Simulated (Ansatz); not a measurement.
Reaction (isomerisation): `C1[SiH2]N[SiH2]1` → `C1N[SiH2][SiH2]1`

Isolated molecules relaxed with PBE0-D4/def2-TZVP in Ansatz; ΔE leaves out vibrations. CBS: MP2 limit from def2 TZ/QZ plus the TZ coupled-cluster correction, frozen cores. DFT in def2-TZVPP. HSE06 is defined as in plane-wave codes.

`C1[SiH2]N[SiH2]1`:

Z-matrix (Å, degrees):
```
Si
N 1 1.733
Si 1 2.572 2 42.1
C 1 1.885 2 89.1 3 -0.0
H 1 1.491 2 114.7 3 -117.7
H 1 1.491 2 114.7 3 117.7
H 2 1.004 1 132.1 3 -179.9
H 3 1.491 1 126.4 2 87.6
H 3 1.491 1 126.4 2 -87.6
H 4 1.090 1 115.1 2 -115.9
H 4 1.090 1 115.1 2 115.9
```

`C1N[SiH2][SiH2]1`:

Cartesian coordinates in Å:
```
C -0.755 -0.940 0.204
N -1.030 0.303 -0.521
Si 0.367 1.320 -0.534
Si 1.069 -0.550 0.659
H -1.395 -1.074 1.085
H -0.855 -1.834 -0.423
H -1.947 0.434 -0.916
H 0.935 1.621 -1.882
H 0.210 2.642 0.143
H 1.333 -0.444 2.120
H 2.066 -1.480 0.065
```

**Question.** Is it downhill or uphill in electronic energy at CCSD(T)/CBS, and by how much? (Estimate.)

**Answer.** Computed: Uphill: ΔE = +176.0 kJ/mol.

**Question.** What do these levels give: LDA (SPW92), HSE06, CAM-B3LYP, HF/def2-TZVPP, SCS-MP2/def2-TZVPP, CCSD(T)/def2-TZVPP? (Estimate.)

**Answer.** Computed: LDA (SPW92) 152.9, HSE06 160.7, CAM-B3LYP 170.3, HF/def2-TZVPP 182.6, SCS-MP2/def2-TZVPP 181.3, CCSD(T)/def2-TZVPP 173.2 kJ/mol.

Largest T1 diagnostic among the species: 0.012.

From BLYP to BHLYP (50 % exact exchange), in def2-TZVPP and without D4, ΔE moves by +18.4 kJ/mol. Leaving LDA and LC-ωPBE aside and taking each functional with its dispersion term where it has one, the values, not all of them listed here, spread over 24.6 kJ/mol, from PBE-D4 to BHLYP-D4. At CCSD(T), def2-SVP lies −23.8 kJ/mol from the extrapolated value and def2-TZVPP −2.7 kJ/mol.
